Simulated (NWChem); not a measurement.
System: 2-butanone (C4H8O); SMILES C(C)C(C)=O

The following NWChem deck was run.

```
start job
memory heap 200 mb stack 900 mb global 1100 mb
geometry units angstroms noautoz
  C      0.040798     1.862534     0.444135
  C     -0.082776     0.825718    -0.671709
  C     -0.165118    -0.579561    -0.103870
  C      1.140595    -1.307942     0.104974
  O     -1.227363    -1.076709     0.184135
  H      0.079221     2.880971     0.030384
  H      0.952707     1.713474     1.043702
  H     -0.822790     1.804315     1.123355
  H     -1.006901     1.000698    -1.242784
  H      0.772909     0.909257    -1.361687
  H      1.883559    -0.664531     0.601585
  H      1.563340    -1.582608    -0.875721
  H      0.973177    -2.219008     0.692943
end
basis spherical
  * library def2-svpd
end
dft
  xc b3lyp
  iterations 150
  mulliken
end
task dft energy
```

Parts of the log:

```
             Northwest Computational Chemistry Package (NWChem) 7.3.0
             --------------------------------------------------------

 C1  symmetry detected

                             Geometry "geometry" -> ""
                             -------------------------

 Output coordinates in angstroms (scale by  1.889725989 to convert to a.u.)

  No.       Tag          Charge          X              Y              Z
 ---- ---------------- ---------- -------------- -------------- --------------
    1 C                    6.0000     0.07596409     1.86062273     0.44048381
    2 C                    6.0000    -0.06050851     0.82624278    -0.67611779
    3 C                    6.0000    -0.18216183    -0.57628046    -0.10852687
    4 C                    6.0000     1.10361649    -1.33532223     0.11434270
    5 O                    8.0000    -1.25887866    -1.04785206     0.16854450
    6 H                    1.0000     0.14290736     2.87756579     0.02668971
    7 H                    1.0000     0.97774077     1.69036975     1.04965557
    8 H                    1.0000    -0.79583393     1.82341515     1.11063104
    9 H                    1.0000    -0.97417982     1.02271883    -1.25693925
   10 H                    1.0000     0.80410349     0.88894330    -1.35711702
   11 H                    1.0000     1.85641257    -0.70938812     0.61842628
   12 H                    1.0000     1.52997043    -1.62064825    -0.86173558
   13 H                    1.0000     0.90844701    -2.24173693     0.70094211

 Effective nuclear repulsion energy (a.u.)     176.2404457924

                                 NWChem DFT Module
                                 -----------------

 Summary of "ao basis" -> "ao basis" (spherical)
 ------------------------------------------------------------------------------
       Tag                 Description            Shells   Functions and Types
 ---------------- ------------------------------  ------  ---------------------
 C                         def2-svpd                 8       20   4s2p2d
 O                         def2-svpd                 9       23   4s3p2d
 H                         def2-svpd                 4        8   2s2p

            General Information
            -------------------
          SCF calculation type: DFT
          Wavefunction type:  closed shell.
          No. of atoms     :    13
          No. of electrons :    40
           Alpha electrons :    20
            Beta electrons :    20
          Charge           :     0
          Spin multiplicity:     1
          Use of symmetry is: off; symmetry adaption is: off
          Maximum number of iterations: 150
          AO basis - number of functions:   167
                     number of shells:    73
          Convergence on energy requested:  1.00D-06
          Convergence on density requested:  1.00D-05
          Convergence on gradient requested:  5.00D-04

              XC Information
              --------------
                         B3LYP Method XC Potential
                     Hartree-Fock (Exact) Exchange  0.200
                        Slater Exchange Functional  0.800 local
                    Becke 1988 Exchange Functional  0.720 non-local
              Lee-Yang-Parr Correlation Functional  0.810
                  VWN I RPA Correlation Functional  0.190 local

             Grid Information
             ----------------
          Grid used for XC integration:  medium
          Radial quadrature: Mura-Knowles
          Angular quadrature: Lebedev.
          Tag              B.-S. Rad. Rad. Pts. Rad. Cut. Ang. Pts.
          ---              ---------- --------- --------- ---------
          C                   0.70       49          11.0       434
          O                   0.60       49          11.0       434
          H                   0.35       45          13.0       434
          Grid pruning is: on
          Number of quadrature shells:   605
          Spatial weights used:  Erf1

      Superposition of Atomic Density Guess
      -------------------------------------

 Sum of atomic energies:        -229.18873663

      Non-variational initial energy
      ------------------------------

 Total energy =    -232.313283
 1-e energy   =    -657.620382
 2-e energy   =     249.066654
 HOMO         =      -0.326720
 LUMO         =      -0.022412

     ---------------------------------------------
      Total Density - Mulliken Population Analysis
     ---------------------------------------------

    Atom       Charge   Shell Charges
 -----------   ------   -------------------------------------------------------
    1 C    6     5.98   1.99  0.99 -0.28  0.07  2.03  1.07  0.03  0.09
    2 C    6     6.49   1.99  0.99 -0.12  0.05  2.02  1.20  0.03  0.33
    3 C    6     5.72   1.99  0.95  0.12  0.16  1.53  0.62  0.09  0.26
    4 C    6     5.93   1.99  1.00 -0.38  0.04  2.08  1.12  0.02  0.06
    5 O    8     8.98   1.99  1.14  0.71  0.05  3.07  1.87  0.12  0.01  0.01
    6 H    1     0.85   0.68  0.10  0.02  0.04
    7 H    1     0.93   0.69  0.15  0.02  0.07
    8 H    1     0.89   0.69  0.12  0.02  0.06
    9 H    1     0.86   0.69  0.09  0.02  0.05
   10 H    1     0.84   0.69  0.09  0.02  0.05
   11 H    1     0.85   0.67  0.11  0.02  0.05
   12 H    1     0.79   0.66  0.07  0.02  0.04
   13 H    1     0.91   0.69  0.14  0.02  0.07

   convergence    iter        energy       DeltaE   RMS-Dens  Diis-err
 ---------------- ----- ----------------- --------- --------- ---------
 d= 0,ls=0.0,diis     1   -232.1952598998 -4.08D+02  1.60D-02  9.86D-01
 d= 0,ls=0.0,diis     2   -231.8928910306  3.02D-01  8.81D-03  4.21D+00
 d= 0,ls=0.0,diis     3   -232.3121025380 -4.19D-01  1.18D-03  3.43D-02
 d= 0,ls=0.0,diis     4   -232.3146816565 -2.58D-03  5.05D-04  6.32D-03
 d= 0,ls=0.0,diis     5   -232.3153683457 -6.87D-04  1.33D-04  2.47D-04
  Resetting Diis
 d= 0,ls=0.0,diis     6   -232.3154019285 -3.36D-05  2.32D-05  7.89D-06
 d= 0,ls=0.0,diis     7   -232.3154027288 -8.00D-07  1.50D-05  1.48D-06
 d= 0,ls=0.0,diis     8   -232.3154025135  2.15D-07  8.20D-06  3.61D-06

         Total DFT energy =     -232.315402513470
      One electron energy =     -662.316578265865
           Coulomb energy =      286.968508289203
    Exchange-Corr. energy =      -33.207778329159
 Nuclear repulsion energy =      176.240445792351

 Numeric. integr. density =       39.999982396029

                       DFT Final Molecular Orbital Analysis
                       ------------------------------------

 Vector   18  Occ=2.000000D+00  E=-3.614382D-01
              MO Center= -2.0D-01,  3.8D-01, -1.1D-01, r^2= 3.5D+00
   Bfn.  Coefficient  Atom+Function         Bfn.  Coefficient  Atom+Function
  ----- ------------  ---------------      ----- ------------  ---------------
    87      0.254067   5 O  pz              136      0.246871  10 H  s
    25      0.212613   2 C  px               86      0.190274   5 O  py
   120      0.190065   8 H  s                 5     -0.170460   1 C  px
    90      0.163875   5 O  pz                6      0.150803   1 C  py
    27     -0.139148   2 C  pz              128     -0.137527   9 H  s

 Vector   19  Occ=2.000000D+00  E=-3.525299D-01
              MO Center= -2.6D-01,  2.3D-01, -6.2D-02, r^2= 3.6D+00
   Bfn.  Coefficient  Atom+Function         Bfn.  Coefficient  Atom+Function
  ----- ------------  ---------------      ----- ------------  ---------------
    87      0.327462   5 O  pz              128      0.259247   9 H  s
    25     -0.227672   2 C  px               90      0.216201   5 O  pz
     5      0.210909   1 C  px              112      0.210442   7 H  s
    47      0.178085   3 C  pz               67     -0.148774   4 C  pz
    27     -0.140247   2 C  pz              120     -0.124012   8 H  s

 Vector   20  Occ=2.000000D+00  E=-2.566536D-01
              MO Center= -7.1D-01, -7.4D-01,  3.5D-02, r^2= 2.1D+00
   Bfn.  Coefficient  Atom+Function         Bfn.  Coefficient  Atom+Function
  ----- ------------  ---------------      ----- ------------  ---------------
    86      0.462008   5 O  py               89      0.319440   5 O  py
    85     -0.245103   5 O  px               26      0.223189   2 C  py
    65     -0.210911   4 C  px               87     -0.188250   5 O  pz
    88     -0.171209   5 O  px               29      0.146647   2 C  py
    46     -0.141570   3 C  py               23     -0.135656   2 C  s

 Vector   21  Occ=0.000000D+00  E=-2.920612D-02
              MO Center= -2.4D-01, -4.7D-01, -1.2D-01, r^2= 3.2D+00
   Bfn.  Coefficient  Atom+Function         Bfn.  Coefficient  Atom+Function
  ----- ------------  ---------------      ----- ------------  ---------------
    44      0.755597   3 C  s                 4     -0.578671   1 C  s
    47     -0.470045   3 C  pz               50     -0.430109   3 C  pz
    23     -0.394827   2 C  s                87      0.349875   5 O  pz
    64     -0.323257   4 C  s               105      0.321791   6 H  s
    90      0.294497   5 O  pz               24     -0.271753   2 C  s

 Vector   22  Occ=0.000000D+00  E= 1.072726D-02
              MO Center=  1.1D+00,  1.3D-01,  2.6D-02, r^2= 9.4D+00
   Bfn.  Coefficient  Atom+Function         Bfn.  Coefficient  Atom+Function
  ----- ------------  ---------------      ----- ------------  ---------------
    64      2.266273   4 C  s                63      1.480698   4 C  s
     4      1.419072   1 C  s               137     -1.388428  10 H  s
    24      1.353527   2 C  s               145     -1.279865  11 H  s
     3      1.164459   1 C  s               161     -1.035606  13 H  s
   153     -0.975428  12 H  s                84     -0.945472   5 O  s

 Vector   23  Occ=0.000000D+00  E= 3.840125D-02
              MO Center=  5.0D-01,  9.5D-01,  5.1D-02, r^2= 1.2D+01
   Bfn.  Coefficient  Atom+Function         Bfn.  Coefficient  Atom+Function
  ----- ------------  ---------------      ----- ------------  ---------------
     4      3.918037   1 C  s                24     -2.005690   2 C  s
   105     -1.967564   6 H  s                64     -1.810126   4 C  s
     3      1.672997   1 C  s                63     -1.551730   4 C  s
   153      1.549151  12 H  s               113     -1.186641   7 H  s
   121     -1.056104   8 H  s               137      0.893531  10 H  s

     ---------------------------------------------
      Total Density - Mulliken Population Analysis
     ---------------------------------------------

    Atom       Charge   Shell Charges
 -----------   ------   -------------------------------------------------------
    1 C    6     5.42   1.98  0.95 -0.47  0.09  2.14  0.61  0.03  0.09
    2 C    6     6.00   1.98  0.95 -0.26  0.05  2.15  0.70  0.03  0.38
    3 C    6     6.48   1.98  1.00  0.13  0.10  2.00  0.62  0.10  0.55
    4 C    6     5.32   1.98  0.95 -0.57  0.05  2.16  0.68  0.03  0.03
    5 O    8     8.36   1.99  1.12  0.65  0.07  2.84  1.53  0.14  0.02  0.02
    6 H    1     1.04   0.77  0.24  0.02  0.01
    7 H    1     1.13   0.77  0.28  0.02  0.05
    8 H    1     1.04   0.77  0.22  0.02  0.03
    9 H    1     1.05   0.77  0.24  0.02  0.01
   10 H    1     1.04   0.78  0.24  0.02 -0.00
   11 H    1     1.04   0.76  0.23  0.02  0.03
   12 H    1     0.97   0.75  0.17  0.02  0.02
   13 H    1     1.09   0.76  0.26  0.02  0.05

     -------------------------------------------
      Total Density - Lowdin Population Analysis
     -------------------------------------------

    Atom       Charge   Shell Charges
 -----------   ------   -------------------------------------------------------
    1 C    6     5.87   1.96  0.46  0.19  0.11  1.82  0.92  0.07  0.34
    2 C    6     6.03   1.96  0.45  0.17  0.11  1.85  0.86  0.08  0.55
    3 C    6     6.17   1.96  0.47  0.17  0.10  1.72  0.71  0.20  0.84
    4 C    6     5.82   1.96  0.46  0.19  0.11  1.84  0.92  0.06  0.28
    5 O    8     8.16   1.97  0.87  0.48  0.12  2.67  1.56  0.23  0.03  0.21
    6 H    1     1.01   0.57  0.18  0.06  0.21
    7 H    1     1.01   0.57  0.18  0.06  0.22
    8 H    1     1.00   0.56  0.17  0.06  0.21
    9 H    1     0.97   0.56  0.16  0.06  0.19
   10 H    1     0.97   0.56  0.17  0.06  0.19
   11 H    1     1.00   0.56  0.17  0.06  0.22
   12 H    1     0.99   0.55  0.17  0.06  0.21
   13 H    1     1.00   0.56  0.17  0.06  0.21

     Multipole analysis of the density
     ---------------------------------

     L   x y z        total         alpha         beta         nuclear
     -   - - -        -----         -----         ----         -------
     0   0 0 0     -0.000000    -20.000000    -20.000000     40.000000

     1   1 0 0      1.053880      0.526940      0.526940     -0.000000
     1   0 1 0      0.537821      0.268911      0.268911     -0.000000
     1   0 0 1     -0.245199     -0.122600     -0.122600      0.000000

     2   2 0 0    -26.072815    -66.708471    -66.708471    107.344127
     2   1 1 0     -2.638677      3.346002      3.346002     -9.330681
     2   1 0 1      0.436129     -0.443327     -0.443327      1.322782
     2   0 2 0    -24.112471   -138.465648   -138.465648    252.818826
     2   0 1 1      0.322029     -0.522451     -0.522451      1.366931
     2   0 0 2    -23.380023    -32.504588    -32.504588     41.629153
```

Level: B3LYP/def2-SVPD. Coordinates come from a PBE0/def2-SVP optimisation. B3LYP is NWChem's, with the RPA form of VWN correlation.
